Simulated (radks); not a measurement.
Results of a calculation; reference values are marked as such.
Species: K. Configuration: [Ar] 3d0.5 4p0.5 (fractional occupations, a model configuration). Code: a radial shooting solver on a logarithmic mesh with Libxc functionals. Model: non-relativistic Kohn-Sham, PBE, spin-polarised, spherical densities, point nucleus; open shells are filled with parallel spins first.

Radial electron density D(r) = 4 pi r^2 rho(r):

```
   r/bohr * D(r) (the largest magnitude, 22.6, reaches the edge; | marks zero)
 0.003543 | *
 0.004092 | *
 0.004764 |  *
 0.005502 |  *
 0.006354 |   *
 0.007397 |     *
 0.008543 |      *
 0.009945 |        *
  0.01149 |           *
  0.01326 |              *
  0.01544 |                 *
  0.01783 |                     *
  0.02076 |                          *
  0.02398 |                               *
  0.02769 |                                    *
  0.03224 |                                          *
  0.03723 |                                              *
  0.04334 |                                                  *
  0.05005 |                                                    *
  0.05781 |                                                     *
  0.06729 |                                                    *
  0.07772 |                                                 *
  0.09048 |                                            *
   0.1045 |                                         *
   0.1207 |                                      *
   0.1405 |                                      *
   0.1622 |                                        *
   0.1889 |                                             *
   0.2181 |                                                  *
   0.2519 |                                                      *
   0.2933 |                                                      *
   0.3387 |                                                 *
   0.3911 |                                         *
   0.4554 |                              *
   0.5259 |                     *
   0.6122 |              *
    0.707 |            *
   0.8165 |             *
   0.9506 |               *
    1.098 |                *
    1.278 |               *
    1.476 |            *
    1.705 |        *
    1.984 |     *
    2.292 |  *
    2.668 | *
    3.081 |*
    3.558 *
    4.143 *
    4.784 *
     5.57 *
    6.432 *
    7.428 *
    8.648 *
    9.987 *
    11.63 *
    13.43 *
    15.51 *
    18.05 *
    20.85 *
    24.27 *
```

D(r) has 4 maxima, at r = 0.0560, 0.273, 1.11, 6.08 bohr, and minima at 0.132, 0.724, 4.28 bohr, inside which lie 2.16, 10.35, 18.18 electrons.
